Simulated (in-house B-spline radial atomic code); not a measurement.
Configurations of Pd6+, with energies counted from [Kr] 4d4. Computed with a B-spline radial code for spherical atoms: Dirac-Hartree-Fock, average of configuration, Fermi nucleus of rms radius 4.5318 fm. Energies include first-order Breit, QED and recoil terms.

Occupations are held fixed; configurations that lie above the ionisation limit could autoionise.

| configuration | E - E(ref) (eV) | highest orbital | its <r> (bohr) |
| --- | --- | --- | --- |
| [Kr] 4d3 5p1 | 37.321 | 5p3/2 | 2.254 |
| [Kr] 4d3 8p1 | 83.049 | 8p3/2 | 8.526 |
| [Kr] 4d3 7g1 | 85.96 | 7g7/2 | 8.968 |
| [Kr] 4d3 8f1 | 88.178 | 8f7/2 | 11.55 |
| [Ar] 3d10 4s2 4p5 4d4 5g1 | 130.07 | 5g7/2 | 3.873 |
| [Ar] 3d10 4s2 4p5 4d4 6g1 | 138.23 | 6g7/2 | 6.198 |

Problem. Order these further configurations by energy, lowest first.
A. [Kr] 4d3 6s1
B. [Kr] 4d3 7f1
C. [Kr] 4d3 8g1
D. [Kr] 4d3 5s1
E. [Ar] 3d10 4s2 4p5 4d4 4f1

Solution. D (26.69 eV), A (59.218 eV), B (84.463 eV), C (89.173 eV), E (107.16 eV).

Problem. How far above the reference does [Kr] 4d3 7s1 lie?

Solution. 73.765 eV; its least bound orbital is 7s1/2 with <r> = 5.558 bohr.
